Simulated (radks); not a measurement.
Results of a calculation; reference values are marked as such.
Q: Si, 14 electrons, occupied as [Ne] 3s2 3p1 4s1 (not the ground configuration). Code: a radial shooting solver on a logarithmic mesh with Libxc functionals. Model: scalar-relativistic Kohn-Sham, PBE, spin-unpolarised, spherical densities, finite nucleus; Fermi nuclear charge, rms radius 3.1224 fm. Some entries of the table are withheld. Estimate them.

orbital,occ.,eigenvalue (eV),<r^2> (bohr^2),<1/r> (bohr^-1)
1s,2,-1791.028,0.01668,13.64
2s,2,-144.4352,0.3854,(1)
2p,6,-100.5092,0.3644,2.461
3s,2,(2),4.957,0.6558
3p,1,(3),7.555,0.5329
4s,1,(4),(5),(6)

A: 
(1) 2s <1/r> (bohr^-1): 2.580
(2) 3s eigenvalue (eV): -14.6140
(3) 3p eigenvalue (eV): -7.3276
(4) 4s eigenvalue (eV): -1.7987
(5) 4s <r^2> (bohr^2): 51.48
(6) 4s <1/r> (bohr^-1): 0.1897
